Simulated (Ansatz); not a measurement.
A nudged elastic band was laid between two geometries of C3H6OSi (11 atoms, charge 0, multiplicity 1).

Level of theory: Ansatz, RKS PBE-D4/6-31G*.

```json
{
  "movable images": "7",
  "climbing image": "yes",
  "spring": "5.0 eV/Å²",
  "optimiser": "quadratic models (default)",
  "start path": "through a guess of the saddle point",
  "force threshold": "0.05 eV/Å",
  "iteration limit": "60",
  "end points": "relaxed"
}
```

Initial state:

```xyz
11
Properties=species:S:1:pos:R:3
C 0.157 -1.889 1.707
O 1.021 -1.471 0.613
C 0.590 -0.435 -0.049
C 0.213 0.542 -0.697
Si -0.325 1.980 -1.658
H 0.057 -1.072 2.440
H 0.656 -2.756 2.160
H -0.834 -2.173 1.316
H -1.620 2.506 -1.111
H 0.689 3.086 -1.600
H -0.539 1.624 -3.100
```

Final state:

```xyz
11
Properties=species:S:1:pos:R:3
C 0.110 -1.952 1.637
O 1.048 -1.438 0.650
C 0.617 -0.401 -0.012
C 0.241 0.579 -0.656
Si -0.290 2.030 -1.601
H -0.821 -2.274 1.140
H -0.109 -1.175 2.388
H 0.615 -2.809 2.103
H -1.258 2.850 -0.798
H 0.886 2.896 -1.949
H -0.972 1.639 -2.881
```

Task: What changes between the two ends?

Result: No bond is made or broken. The dihedral H6–C1–O2–C3 goes from -60 to 61°.

Task: What energy profile does the band end with?

Result: The forces met the threshold. The highest image is number 3 of 0 to 8, 1.2 kcal/mol above the ends, which have the same energy within 2 meV. A vibrational analysis at the climbing image gives one clearly imaginary mode, 149i cm⁻¹: a first-order saddle point.

```
image  path coordinate (Å)  energy (kcal/mol)  dihedral H6–C1–O2–C3 (°)
    0                 0.00                0.0                       -60
    1                 0.65                0.1                       -53
    2                 1.29                0.7                       -30
    3                 1.94                1.2                         0
    4                 2.50                0.8                        27
    5                 3.06                0.2                        48
    6                 3.62                0.0                        60
    7                 4.18                0.0                        61
    8                 4.74                0.0                        61
```

Task: What is the geometry of the highest image?

Result: 
```xyz
11
Properties=species:S:1:pos:R:3
C 0.141 -1.920 1.702
O 0.865 -1.590 0.479
C 0.499 -0.498 -0.125
C 0.201 0.534 -0.727
Si -0.280 2.028 -1.629
H -0.626 -1.161 1.912
H 0.875 -1.962 2.522
H -0.323 -2.907 1.557
H -1.441 2.688 -0.942
H 0.845 3.021 -1.690
H -0.691 1.711 -3.038
```

Task: What are the harmonic wavenumbers there?

Result: 149i, 9i, 109, 125, 233, 421, 488, 590, 660, 663, 905, 909, 913, 923, 1127, 1143, 1267, 1438, 1463, 1475, 2177, 2178, 2180, 2253, 3002, 3094, 3109 cm⁻¹.

The run took 2.4 min on 1 thread of AMD EPYC 7R43 64-Core Processor (Zen 3) (shared host), peak memory 0.14 GiB.
